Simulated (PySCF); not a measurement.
C₂H₃O₂, doublet, at a GFN2-xTB geometry; BLYP/STO-3G (PySCF).

Input for PySCF:
```python
from pyscf import gto, scf, dft

mol = gto.M(
    atom='''
C     0.04765939    0.08243276   -0.05118241
O     0.27214038    1.15850639   -0.57845970
O    -1.15674511   -0.20174152    0.49367599
H    -1.74941322    0.55735887    0.38773571
C     0.98018779   -0.98897084    0.06432854
H     0.69019151   -1.90286014    0.54732555
H     1.96897649   -0.86938916   -0.33566831
''',
    basis='sto-3g',
    spin=1,
    verbose=4,
)

mf = dft.UKS(mol)
mf.xc = 'blyp'
mf.diis_space = 2
mf.kernel()
```

Task: Write the output that PySCF gives for this input, abridged.

Result: 
```
PySCF version 2.14.0

[INPUT] verbose = 4
[INPUT] num. atoms = 7
[INPUT] num. electrons = 31
[INPUT] charge = 0
[INPUT] spin (= nelec alpha-beta = 2S) = 1
[INPUT] symmetry False subgroup None
[INPUT] Mole.unit = angstrom
[INPUT] Symbol           X                Y                Z      unit          X                Y                Z       unit  Magmom
[INPUT]  1 C      0.047659390000   0.082432760000  -0.051182410000 AA    0.090063194364   0.155775340092  -0.096720737295 Bohr   0.0
[INPUT]  2 O      0.272140380000   1.158506390000  -0.578459700000 AA    0.514270785635   2.189259790659  -1.093130407098 Bohr   0.0
[INPUT]  3 O     -1.156745110000  -0.201741520000   0.493675990000 AA   -2.185931453830  -0.381236220753   0.932912415374 Bohr   0.0
[INPUT]  4 H     -1.749413220000   0.557358870000   0.387735710000 AA   -3.305911864493   1.053255617397   0.732714300614 Bohr   0.0
[INPUT]  5 C      0.980187790000  -0.988970840000   0.064328540000 AA    1.852286473743  -1.868884032781   0.121563322593 Bohr   0.0
[INPUT]  6 H      0.690191510000  -1.902860140000   0.547325550000 AA    1.304272927400  -3.595884517952   1.034295390477 Bohr   0.0
[INPUT]  7 H      1.968976490000  -0.869389160000  -0.335668310000 AA    3.720826311807  -1.642907408066  -0.634321174596 Bohr   0.0

nuclear repulsion = 113.963193783785
number of shells = 15
number of NR pGTOs = 69
number of NR cGTOs = 23
basis = sto-3g
ecp = {}

******** <class 'pyscf.dft.uks.UKS'> ********
method = UKS
initial guess = minao
damping factor = 0
level_shift factor = 0
DIIS = <class 'pyscf.scf.diis.CDIIS'>
diis_start_cycle = 1
diis_space = 2
diis_damp = 0
SCF conv_tol = 1e-09
SCF conv_tol_grad = None
SCF max_cycles = 50
direct_scf = True
direct_scf_tol = 1e-13
number electrons alpha = 16  beta = 15
XC library pyscf.dft.libxc version 7.1.2
    S. Lehtola, C. Steigemann, M. J. T. Oliveira, and M. A. L. Marques,  SoftwareX 7, 1–5 (2018)
XC functionals = blyp
    A. D. Becke,  Phys. Rev. A 38, 3098 (1988)
    C. Lee, W. Yang, and R. G. Parr,  Phys. Rev. B 37, 785 (1988)
    B. Miehlich, A. Savin, H. Stoll, and H. Preuss,  Chem. Phys. Lett. 157, 200 (1989)
radial grids:
    Treutler-Ahlrichs [JCP 102, 346 (1995); DOI:10.1063/1.469408] (M4) radial grids

becke partition: Becke, JCP 88, 2547 (1988); DOI:10.1063/1.454033
pruning grids: <function nwchem_prune>
grids dens level: 3
symmetrized grids: False
atomic radii adjust function: <function treutler_atomic_radii_adjust>
small_rho_cutoff = 0
Set gradient conv threshold to 3.16228e-05
tot grids = 85824
init E= -225.905688342493

cycle= 1 E= -225.02940517944  delta_E= 0.876  |g|= 0.543  |ddm|= 2.56
cycle= 2 E= -223.371675156121  delta_E= 1.66  |g|= 1.66  |ddm|=  2.6
cycle= 3 E= -225.03557968941  delta_E= -1.66  |g|= 0.571  |ddm|= 2.36
cycle= 4 E= -225.025254590446  delta_E= 0.0103  |g|= 0.542  |ddm|= 1.39
cycle= 5 E= -224.746392233464  delta_E= 0.279  |g|=  0.8  |ddm|= 1.73
cycle= 6 E= -223.943388732636  delta_E= 0.803  |g|= 1.38  |ddm|= 2.28
cycle= 7 E= -224.5507467322  delta_E= -0.607  |g|= 0.892  |ddm|= 2.08
cycle= 8 E= -220.542799117179  delta_E= 4.01  |g|= 2.49  |ddm|= 4.13
cycle= 9 E= -222.648712435779  delta_E= -2.11  |g|= 1.92  |ddm|= 3.99
cycle= 10 E= -218.905586372257  delta_E= 3.74  |g|=  1.8  |ddm|= 5.02

cycle= 11 E= -213.301319832229  delta_E=  5.6  |g|= 2.81  |ddm|= 7.75
cycle= 12 E= -210.209924878597  delta_E= 3.09  |g|= 3.09  |ddm|= 7.03
cycle= 13 E= -211.565821279584  delta_E= -1.36  |g|= 1.59  |ddm|= 8.61
cycle= 14 E= -207.191007521322  delta_E= 4.37  |g|= 2.64  |ddm|= 10.5
cycle= 15 E= -208.060819795959  delta_E= -0.87  |g|= 2.76  |ddm|= 5.23
cycle= 16 E= -209.568166085939  delta_E= -1.51  |g|= 1.21  |ddm|= 10.1
cycle= 17 E= -205.221638992938  delta_E= 4.35  |g|= 2.79  |ddm|= 11.5
cycle= 18 E= -208.037373418876  delta_E= -2.82  |g|=  2.6  |ddm|= 3.44
cycle= 19 E= -209.460672413445  delta_E= -1.42  |g|= 1.21  |ddm|=   11
cycle= 20 E= -207.027478127769  delta_E= 2.43  |g|= 2.85  |ddm|= 11.3
cycle= 21 E= -207.431177191796  delta_E= -0.404  |g|= 2.68  |ddm|= 2.71
cycle= 22 E= -209.430270048979  delta_E=   -2  |g|= 1.19  |ddm|= 11.1
cycle= 23 E= -207.429861071111  delta_E=    2  |g|= 2.79  |ddm|= 11.3
cycle= 24 E= -207.496888679721  delta_E= -0.067  |g|= 2.74  |ddm|= 2.47
cycle= 25 E= -209.375628226934  delta_E= -1.88  |g|= 1.16  |ddm|= 11.2
cycle= 26 E= -207.396049345565  delta_E= 1.98  |g|= 2.81  |ddm|= 11.3
cycle= 27 E= -207.447826521437  delta_E= -0.0518  |g|=  2.8  |ddm|= 2.21
cycle= 28 E= -209.347053540248  delta_E= -1.9  |g|= 1.15  |ddm|= 11.2
cycle= 29 E= -207.511752311487  delta_E= 1.84  |g|= 2.84  |ddm|= 11.3
cycle= 30 E= -207.44308518411  delta_E= 0.0687  |g|= 2.85  |ddm|= 1.97
cycle= 31 E= -209.336443625735  delta_E= -1.89  |g|= 1.15  |ddm|= 11.2
cycle= 32 E= -207.603466918328  delta_E= 1.73  |g|= 2.86  |ddm|= 11.3
cycle= 33 E= -207.48438872029  delta_E= 0.119  |g|= 2.88  |ddm|= 1.74
cycle= 34 E= -209.332695188038  delta_E= -1.85  |g|= 1.15  |ddm|= 11.2
cycle= 35 E= -207.659499103852  delta_E= 1.67  |g|= 2.87  |ddm|= 11.2
cycle= 36 E= -207.534181037841  delta_E= 0.125  |g|=  2.9  |ddm|= 1.54
cycle= 37 E= -209.331340016784  delta_E= -1.8  |g|= 1.15  |ddm|= 11.2
cycle= 38 E= -207.694014372775  delta_E= 1.64  |g|= 2.88  |ddm|= 11.2
cycle= 39 E= -207.577023643973  delta_E= 0.117  |g|= 2.91  |ddm|= 1.35
cycle= 40 E= -209.330947221566  delta_E= -1.75  |g|= 1.15  |ddm|= 11.2
cycle= 41 E= -207.715401560186  delta_E= 1.62  |g|= 2.89  |ddm|= 11.2
cycle= 42 E= -207.610209565953  delta_E= 0.105  |g|= 2.92  |ddm|= 1.16
cycle= 43 E= -209.331072965707  delta_E= -1.72  |g|= 1.15  |ddm|= 11.2
cycle= 44 E= -207.727709448181  delta_E=  1.6  |g|=  2.9  |ddm|= 11.2
cycle= 45 E= -207.634807793907  delta_E= 0.0929  |g|= 2.92  |ddm|= 0.979
cycle= 46 E= -209.331581337931  delta_E= -1.7  |g|= 1.15  |ddm|= 11.2
cycle= 47 E= -207.733555311965  delta_E=  1.6  |g|= 2.91  |ddm|= 11.2
cycle= 48 E= -207.652865317762  delta_E= 0.0807  |g|= 2.92  |ddm|= 0.805
cycle= 49 E= -209.332404547444  delta_E= -1.68  |g|= 1.15  |ddm|= 11.2
cycle= 50 E= -207.735183981243  delta_E=  1.6  |g|= 2.91  |ddm|= 11.2
SCF not converged.
SCF energy = -207.735183981243 after 50 cycles  <S^2> = 0.76216698  2S+1 = 2.0121302
```

The run did not converge; its last values are not results.
